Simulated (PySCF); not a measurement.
Orbital picture of AgS

PBE at R = 2.303 Å; PySCF, spin-free X2C with a Gaussian nucleus, basis sets Ag x2c-TZVPPall, S x2c-TZVPPall. State: ²Π (doublet), unpaired electrons π ↑. Only the outer orbitals are listed, counted within each symmetry.

```csv
spin,orbital,occ.,ε (eV),on Ag (%),main shells (%)
α,13σ,1,-9.26,74,"73 Ag d, 21 S p"
α,6π,1,-8.94,88,"88 Ag d, 12 S p"
α,6π,1,-8.72,94,94 Ag d
α,2δ,1,-8.34,100,100 Ag d
α,2δ,1,-8.34,100,100 Ag d
α,7π,1,-6.56,15,"85 S p, 12 Ag d"
α,14σ,1,-6.47,50,"49 S p, 28 Ag s, 21 Ag d"
α,7π,1,-5.49,11,90 S p
α,15σ,0,-3.67,82,"63 Ag s, 18 S p, 17 Ag p"
α,8π,0,-0.69,97,96 Ag p
α,8π,0,-0.54,96,94 Ag p
β,13σ,1,-9.12,77,"76 Ag d, 18 S p"
β,6π,1,-8.72,96,96 Ag d
β,6π,1,-8.69,95,95 Ag d
β,2δ,1,-8.33,100,100 Ag d
β,2δ,1,-8.33,100,100 Ag d
β,14σ,1,-6.28,51,"48 S p, 33 Ag s, 17 Ag d"
β,7π,1,-5.18,10,90 S p
β,7π,0,-4.84,11,89 S p
β,15σ,0,-3.58,79,"57 Ag s, 21 S p, 19 Ag p"
β,8π,0,-0.56,95,92 Ag p
```

Question: Which are the highest filled and the lowest empty level, where do they sit, and how wide is the gap?

Answer: Highest filled β 7π at -5.18 eV (in %: 90 S p); lowest empty β 7π at -4.84 eV (in %: 89 S p); the gap at PBE is 0.34 eV. Both belong to one degenerate shell, split only by its one-sided filling, so this is no excitation gap.

```json
{"bond order (Mayer)": "1.32", "⟨S²⟩": "0.756", "charge on Ag (Mulliken, basis-dependent)": "0.27", "charge on Ag (Löwdin, basis-dependent)": "-0.12", "dipole moment (positive dipole means Ag(−)S(+))": "-3.74 D", "polarisability along the bond": "74.4 bohr³", "polarisability across the bond": "40.4 bohr³"}
```

Spin–orbit coupling is left out. With d or f electrons several states lie close, and the lowest PBE0 determinant need not be the measured ground state.
